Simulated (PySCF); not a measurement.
Job file and geometry (Å, from GFN2-xTB) of an NMR shielding run on SMILES C#CP(C)CC(C)=O, C$_{6}$H$_{9}$OP, GIAO PBE0/pcSseg-1 NMR shielding, non-relativistic, gas phase in PySCF; density fitting, a coarse starting grid and PySCF grid level 2 are the driver's defaults:

```
$ OMP_NUM_THREADS=1 python probes_run.py task.json out

{"job": {"kind": "nmr", "xc": "PBE0", "basis": "pcSseg-1"}, "charge": 0, "multiplicity": 1}
C     -1.528133     2.916225    -1.540085
C     -1.311823     2.025617    -0.762272
P     -1.047472     0.831505     0.523581
C     -2.126360    -0.494529    -0.195446
C      0.606535     0.241896    -0.143421
C      1.063191    -0.848404     0.785821
C      2.468109    -1.351177     0.594119
O      0.321443    -1.263935     1.641601
H     -1.705978     3.666515    -2.254961
H     -3.166257    -0.193236    -0.078400
H     -1.965856    -1.415930     0.359941
H     -1.916897    -0.651293    -1.253473
H      1.325803     1.064896    -0.159286
H      0.515457    -0.138037    -1.165609
H      2.689770    -1.488966    -0.461088
H      2.614479    -2.282956     1.134186
H      3.156990    -0.606162     0.990136
```

Task: Write the output of this run.

Result: 
```
coarse grid: 14808 points
cycle   1  E = -649.8057889095  dE =  1.018e+00  |g| = 8.441e-01  |ddm| = 3.848e+00
cycle   2  E = -649.4572300251  dE =  3.486e-01  |g| = 1.587e+00  |ddm| = 2.479e+00
cycle   3  E = -649.9450591885  dE = -4.878e-01  |g| = 2.258e-01  |ddm| = 1.908e+00
cycle   4  E = -649.9561928513  dE = -1.113e-02  |g| = 5.233e-02  |ddm| = 2.325e-01
cycle   5  E = -649.9567848825  dE = -5.920e-04  |g| = 1.677e-02  |ddm| = 6.921e-02
cycle   6  E = -649.9568376882  dE = -5.281e-05  |g| = 8.234e-03  |ddm| = 1.948e-02
cycle   7  E = -649.9568532512  dE = -1.556e-05  |g| = 2.521e-03  |ddm| = 7.555e-03
cycle   8  E = -649.9568547627  dE = -1.512e-06  |g| = 5.219e-04  |ddm| = 2.770e-03
final grid: 138736 points
cycle   9  E = -650.0173284611  dE = -2.475e-05  |g| = 1.243e-02  |ddm| = 3.896e-02
cycle  10  E = -650.0172594659  dE =  6.900e-05  |g| = 2.269e-02  |ddm| = 2.660e-02
cycle  11  E = -650.0173592269  dE = -9.976e-05  |g| = 2.835e-03  |ddm| = 1.933e-02
cycle  12  E = -650.0173608981  dE = -1.671e-06  |g| = 2.538e-04  |ddm| = 2.451e-03
cycle  13  E = -650.0173609088  dE = -1.078e-08  |g| = 1.675e-04  |ddm| = 4.293e-04
cycle  14  E = -650.0173609148  dE = -5.938e-09  |g| = 7.483e-05  |ddm| = 1.738e-04
cycle  15  E = -650.0173609161  dE = -1.358e-09  |g| = 1.437e-05  |ddm| = 6.490e-05
cycle  16  E = -650.0173609162  dE = -5.230e-11  |g| = 3.968e-06  |ddm| = 1.971e-05
converged SCF energy = -650.0173609162

GIAO shielding tensors (ppm)
atom      isotropic    diamagn.    paramagn.     s11        s22        s33       span
  0 C       87.408     260.882    -173.474     11.302     22.190    228.733    217.431
  1 C       94.110     271.274    -177.164    -13.479     -3.276    299.084    312.563
  2 P      425.072     963.957    -538.885    376.342    431.681    467.194     90.852
  3 C      167.861     251.688     -83.826    157.031    158.979    187.575     30.544
  4 C      132.096     258.584    -126.488    106.093    116.096    174.098     68.005
  5 C      -25.634     250.359    -275.993   -106.735    -74.103    103.937    210.672
  6 C      155.173     250.767     -95.593    134.047    138.386    193.088     59.041
  7 O     -343.525     402.675    -746.201   -923.951   -424.759    318.134   1242.085
  8 H       29.442      34.623      -5.181     24.612     24.839     38.874     14.262
  9 H       30.244      28.517       1.728     26.261     27.174     37.299     11.039
 10 H       30.143      30.627      -0.485     25.155     28.671     36.602     11.447
 11 H       30.575      30.854      -0.278     26.799     28.939     35.988      9.189
 12 H       28.568      33.129      -4.561     24.940     28.182     32.583      7.643
 13 H       28.945      33.752      -4.806     25.839     28.883     32.113      6.274
 14 H       29.385      29.477      -0.091     25.981     29.873     32.302      6.321
 15 H       29.567      27.473       2.094     25.953     27.581     35.168      9.215
 16 H       29.460      28.044       1.416     26.548     28.383     33.448      6.900
```

Size and cost of the density-fitted run: 188 basis functions, of the order of 80 core-seconds.
